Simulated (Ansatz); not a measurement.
`CC[N](C)[Hf]([F])([F])[F]` + H₂ → `C[N](C)[Hf]([F])([F])[F]` + CH₄  (hydrogenolysis of a C–C bond)

Computed with Ansatz on PBE0-D4/def2-TZVP structures; ΔE is electronic, products minus reactants. CCSD(T)/CBS adds triple-zeta CCSD(T) − MP2 to the extrapolated MP2 energy (def2 sets, frozen cores). This one scheme is used for every species. DFT in def2-TZVPP. B3LYP here is the variant with VWN-RPA as its local correlation; programs differ in this. def2 core potentials past Kr. For Hf outer-core shells are correlated without core-valence functions, which leaves a few kJ/mol of doubt a bond. Each species was taken in one conformer, which may not be the lowest.

Q: Is it downhill or uphill in electronic energy at CCSD(T)/CBS, and by how much? (Estimate.)

A: Computed: Downhill: ΔE = -60.8 kJ/mol.

Q: What do these levels give: r2SCANh-D4, r2SCAN0-D4, BLYP, B3LYP, RPA@PBE/def2-TZVPP, MP2/def2-TZVPP? (An estimate is asked.)

A: The calculation gave: r2SCANh-D4 -64.5, r2SCAN0-D4 -65.4, BLYP -76.6, B3LYP -76.1, RPA@PBE/def2-TZVPP -59.0, MP2/def2-TZVPP -57.9 kJ/mol.

Largest T1 diagnostic among the species: 0.015.

In def2-TZVPP, CCSD(T) changes the Hartree–Fock value by +22.4 kJ/mol (the triples alone add +4.2 kJ/mol) and MP2 by +25.8 kJ/mol. Leaving LDA and LC-ωPBE aside and taking each functional with its dispersion term where it has one, the values, not all of them listed here, spread over 13.2 kJ/mol, from B97M-V to revPBE-D4. LDA lies +11.3 kJ/mol from PBE without D4.
